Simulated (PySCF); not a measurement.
**Successive ionisation energies of promethium**

Calculated with PySCF 2.14, two-component X2C-1e (Gaussian nucleus, no Breit or QED terms), each ion in its own even-tempered basis; GMP2 freezes the deep shells of the larger ions and drops the highest virtual spinors; eV.

| ion | configuration | GHF (spin-free) | GHF (screened spin-orbit) | GMP2 (screened spin-orbit) | NIST | kind |
| --- | --- | --- | --- | --- | --- | --- |
| Pm⁴⁵⁺ | [Ne] 3s2 3p4 | 3748.9 | 3720.3 | 3720.6 | 3718 ± 4 | theoretical |
| Pm⁴⁶⁺ | [Ne] 3s2 3p3 | 3874.4 | 3817.7 | 3818.0 | 3816 ± 4 | theoretical |
| Pm⁴⁷⁺ | [Ne] 3s2 3p2 | 3969.2 | 4059.4 | 4061.3 | 4056 ± 4 | theoretical |
| Pm⁴⁸⁺ | [Ne] 3s2 3p1 | 4065.3 | 4169.1 | 4169.3 | 4166 ± 4 | theoretical |
| Pm⁴⁹⁺ | [Ne] 3s2 | 4374.4 | 4374.2 | 4377.8 | 4371 ± 4 | theoretical |
| Pm⁵⁰⁺ | [Ne] 3s1 | 4478.7 | 4478.5 | 4479.2 | 4476 ± 4 | theoretical |
| Pm⁵¹⁺ | [Ne] | 10299.8 | 10123.3 | 10124.9 | 10115 ± 4 | theoretical |
| Pm⁵²⁺ | [He] 2s2 2p5 | 10559.2 | 10388.2 | 10389.8 | 10378 ± 4 | theoretical |
| Pm⁵³⁺ | [He] 2s2 2p4 | 10821.3 | 10679.1 | 10679.1 | 10671 ± 5 | theoretical |
| Pm⁵⁴⁺ | [He] 2s2 2p3 | 11172.0 | 10951.2 | 10951.0 | 10942 ± 5 | theoretical |
| Pm⁵⁵⁺ | [He] 2s2 2p2 | 11440.7 | 11833.8 | 11836.1 | 11819 ± 5 | theoretical |
| Pm⁵⁶⁺ | [He] 2s2 2p1 | 11712.5 | 12148.0 | 12146.0 | 12136 ± 5 | theoretical |

(1) Where is the largest relative jump?

Results:

(1) From Pm⁵⁰⁺ to Pm⁵¹⁺: 4479.2 to 10124.9 eV, where the electron removed from [Ne] comes from a deeper shell or subshell.
